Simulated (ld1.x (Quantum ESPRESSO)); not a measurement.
**sulfur (S): one change to a PAW potential, before and after**

```json
{
  "Element": "sulfur (S)",
  "Generator": "ld1.x (Quantum ESPRESSO) 7.5",
  "Type": "PAW",
  "Functional": "BLYP",
  "Relativity": "non-relativistic",
  "Frozen core": "[Ne]",
  "Valence charge": "6",
  "Reference configuration": "3s2 3p4",
  "Partial waves": "3s (bound): rcut 1.00, rcutus 1.40 bohr; 3s channel at -0.85 Ry: rcut 1.00, rcutus 1.40 bohr; 3p (bound): rcut 1.50, rcutus 1.90 bohr; 3p channel at 1.75 Ry: rcut 1.50, rcutus 1.90 bohr",
  "Local potential": "all-electron potential smoothed inside 1.70 bohr (lloc = -2)",
  "Core correction": "a·sin(br)/r model core inside 1.10 bohr",
  "Augmentation charge": "PSQ, inside the norm-conserving radii"
}
```

All-electron outer shells of the reference configuration (BLYP, non-relativistic, ld1.x):

| shell | level (eV) | outermost node (bohr) | outermost maximum (bohr) |
| --- | --- | --- | --- |
| 2p | -156.56 | – | 0.33 |
| 3s | -17.00 | 0.60 | 1.40 |
| 3p | -6.88 | 0.58 | 1.59 |

Change: local potential all-electron potential smoothed inside 0.92 bohr (lloc = -2).

Cutoffs: the cutoffs (Ry, on a coarse ladder) from which the occupation-weighted sum of valence levels, in a spherical-Bessel basis at the reference potential, stays within 10 and 1 mRy of its value at 400 Ry; they do not see the model core or the augmentation charge, which bear on the density cutoff. Errors are all-electron minus pseudo energies relative to the spin-unpolarised reference configuration.

Task: Predict the effect on cutoff, ghosts and configuration errors.

Result: The potential gets neither clearly harder nor softer (18 Ry and 35 Ry → 18 Ry and 35 Ry); the s channel sets the loose cutoff, while the largest relative change is in p, which becomes softer; of the 7 tests that both files solve, the error grows in 1 and shrinks in 1 by more than 15 % and 0.3 meV (median size 1.5 → 1.3 meV); neither file shows a bound ghost.

```tsv
quantity	base	changed
cutoff, loose	18 Ry	18 Ry
cutoff, tight	35 Ry	35 Ry
loose cutoff by channel (10 mRy a level)	s 15 Ry, p 15 Ry	s 15 Ry, p 12 Ry
bound ghosts	none	none
error for 3s2 3p3, meV [ΔE 11.63 eV]	-0.6	-0.6
error for 3s2 3p2, meV [ΔE 33.78 eV]	-6.8	-6.5
error for 3s2 3p1, meV [ΔE 67.72 eV]	-33	-31
error for 3s0 3p6, meV [ΔE 20.49 eV]	+7.1	+5.8
error for 3s1 3p5, meV [ΔE 10.19 eV]	+1.5	+1.3
error for 3s2 3p3.5, meV [ΔE 4.59 eV]	-0.1	-0.1
error for 3s1 3p4, meV [ΔE 22.37 eV]	+0.1	+0.4
s: phases at 2.06 bohr within 0.05 rad from the reference energy up to (Ry; the scan ends near 5)	4.4	4.5
p: phases at 2.06 bohr within 0.05 rad from the reference energy up to (Ry; the scan ends near 5)	to the end of the scan	to the end of the scan
lowest overlap eigenvalue by channel	s 0.44, p 0.79	s 0.46, p 0.69
```
